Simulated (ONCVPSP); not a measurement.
# Plane-wave convergence, ONCV potential for La (Z = 57)

```json
{"Element": "lanthanum (La)", "Generator": "ONCVPSP 4.0.1", "Type": "optimised norm-conserving Vanderbilt (ONCV)", "Functional": "LDA (Perdew-Wang 92)", "Relativity": "scalar-relativistic", "Frozen core": "[Kr] 4d10", "Valence charge": "11", "Reference configuration": "5s2 5p6 5d1 6s2", "Partial waves": "5s+6s: rc 2.55 bohr, ncon 4, nbas 8, qcut 3.8 1/bohr, 2 projectors; 5p: rc 1.95 bohr, ncon 4, nbas 8, qcut 4.8 1/bohr, 1 projector; 5d: rc 2.85 bohr, ncon 3, nbas 6, qcut 3.8 1/bohr, 1 projector; f scattering state at 0.19 Ha: rc 3.00 bohr, ncon 5, nbas 9, qcut 4.1 1/bohr, 1 projector", "Local potential": "polynomial inside 1.25 bohr (lpopt 5, dvloc0 0 Ha)", "Core correction": "none"}
```

In the f channel the program set the typed energies aside and used -0.169 Ha.

Problem. For each optimised wave give the share of its norm inside rc, the residual kinetic energy above qcut (Ha) and the cutoffs (Ha) for errors of 10, 1, 0.1 and 0.01 mHa per electron.

Solution.

| wave | norm inside rc | residual KE | 10 mHa | 1 mHa | 0.1 mHa | 0.01 mHa |
| --- | --- | --- | --- | --- | --- | --- |
| 5s | 0.958 | 1.3e-04 | 2.2 | 5.5 | 8.0 | 26.3 |
| 6s | 0.078 | 1.6e-04 | 1.8 | 5.4 | 7.9 | 29.0 |
| 5p | 0.643 | 7.3e-04 | 6.8 | 11.2 | 44.3 | 55.2 |
| 5d | 0.538 | 3.2e-05 | 4.0 | 5.4 | 6.8 | 11.1 |
| f projector 1 | 0.977 | 6.7e-02 | 28.5 | 36.5 | 40.0 | 48.7 |

The occupied waves need 11 Ha and 44 Ha for 1 and 0.1 mHa. The cutoffs count occupied waves only; projector 1 of the f channel, the hardest unoccupied one, needs 36 Ha at the loose tolerance. Note: ghosts flagged at negative energy: s at -64.3 eV, p at -5.1 eV; no localised positive-energy state flagged. A true bound ghost makes a file unfit for plane-wave use. 1 of 4 tests not solved or not reliable.
